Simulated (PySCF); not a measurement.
SMILES c1cc(sc1)/C=C\O (C6H6OS) (GFN2-xTB optimised geometry):

```
14

O      3.033    -0.807    -0.037
C      2.140    -1.811    -0.013
C      0.802    -1.736     0.003
C     -0.034    -0.568     0.000
C     -1.405    -0.568     0.000
C     -1.973     0.721     0.000
C     -1.044     1.709     0.001
S      0.556     1.077     0.001
H      2.586     0.050    -0.046
H      2.635    -2.771    -0.007
H      0.257    -2.668     0.019
H     -1.986    -1.473    -0.001
H     -3.033     0.906     0.000
H     -1.182     2.771     0.001
```

Calculation: PySCF 2.14.0 with PBE/def2-TZVP.

Task: What are the frontier orbital energies and the dipole moment?

Result: HOMO-2 -7.00 eV, HOMO-1 -6.37 eV, HOMO -4.96 eV, LUMO -1.76 eV, LUMO+1 -0.90 eV; dipole moment 1.20 D.

Meta-Löwdin charges at PBE/def2-TZVP: O1 -0.42, C2 0.08, C3 -0.22, C4 -0.11, C5 -0.17, C6 -0.14, C7 -0.28, S8 0.24, H9 0.33, H10 0.13, H11 0.14, H12 0.13, H13 0.14, H14 0.15.
